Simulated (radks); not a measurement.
Valence configurations of Rh (all share [Kr]). Calculated with a radial shooting solver on a logarithmic mesh with Libxc functionals: Dirac Kohn-Sham, PBE, spin-unpolarised, spherical densities, point nucleus; open shells are shared between the two j in proportion to 2j + 1. Energies are relative to 4d8 5s1; eigenvalues in eV.

valence	E (eV)	e(4d3/2)	e(4d5/2)	e(5p1/2)	e(5p3/2)	e(5s1/2)
4d8 5s1	0.000	-6.179	-5.787	-	-	-4.301
4d7.5 5s1 5p0.5	2.920	-8.386	-7.976	-1.621	-1.481	-5.399
4d8.5 5s0.5	-0.631	-4.939	-4.563	-	-	-3.817
4d9	-0.911	-3.816	-3.456	-	-	-
4d7 5s2	2.479	-8.935	-8.511	-	-	-5.318
4d7 5s1 5p1	6.615	-10.529	-10.099	-2.218	-2.040	-6.373
4d8 5p1	3.601	-7.883	-7.486	-1.801	-1.668	-
4d8 5s0.5 5p0.5	1.759	-7.086	-6.692	-1.408	-1.290	-4.935
4d7 5p2	11.005	-11.898	-11.463	-2.867	-2.664	-
4d7.5 5s0.5 5p1	4.892	-9.164	-8.750	-2.001	-1.846	-5.912

NIST lists [Kr] 4d8 5s1 as the ground configuration; this level of theory puts 4d9 lower, by 0.911 eV. The energies are those of spherical spin-averaged densities, not of single terms.
